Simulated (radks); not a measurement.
The numbers below are computed, except where a source is named.
Spherical quantum dot in the effective-mass picture: electrons in a well V = -V0 / (1 + exp((r - R)/a)) with V0 = 10.8, R = 5.71, a = 0.52, with a point charge +2 (a donor) at the centre, all in effective atomic units (hartree* = m*/eps^2 hartree, bohr* = eps/m* bohr), one dielectric constant everywhere. Level of theory: non-relativistic Kohn-Sham, LDA (Slater exchange, Perdew-Wang correlation), spin-polarised, spherical densities (a radial shooting solver with Libxc functionals). Levels are named by radial order and angular momentum (1s, 1p, 1d, 2s, ...), and open shells are averaged over m. Results are scaled to m* = 0.028 and eps = 8.4, for which hartree* = 10.8 meV and bohr* = 15.88 nm.

N = 14, configuration 1s2 1p6 1d(up 4, down 0) 2s2. This is the lowest configuration that the search found. Occupied and some empty levels:

level    occupation  eigenvalue (meV)  <r> (nm)
1s up             1           -82.700     23.33
1s down           1           -82.571     21.55
1p up             3           -79.294     52.64
2s up             1           -79.283     45.42
2s down           1           -78.869     46.94
1p down           3           -78.788     52.46
1d up             4           -77.072     55.97
1d down           0           -76.547     55.97
1f up             0           -74.236     58.48
1f down           0           -73.711     58.56
2p up             0           -70.892     43.71
1g up             0           -70.842     60.62
2p down           0           -70.595     43.59
1g down           0           -70.324     60.73

Energy (meV): total -1403.18, kinetic 82.140, external -1749.5, Hartree 311.84, exchange-correlation -47.678.

Electron density:

r (nm)  n(r) (e/nm^3)
2.06        0.0005450
7.25        0.0001597
12.4       0.00005222
17.6       0.00001956
22.8        9.506e-06
28.0        7.056e-06
33.2        7.471e-06
38.4        8.939e-06
43.5       0.00001046
48.7       0.00001126
53.9       0.00001074
59.1        8.775e-06
64.3        5.916e-06
69.5        3.161e-06
74.6        1.275e-06
79.8        3.747e-07
85.0        7.726e-08
90.2        1.130e-08
95.4        1.220e-09
101         1.034e-10
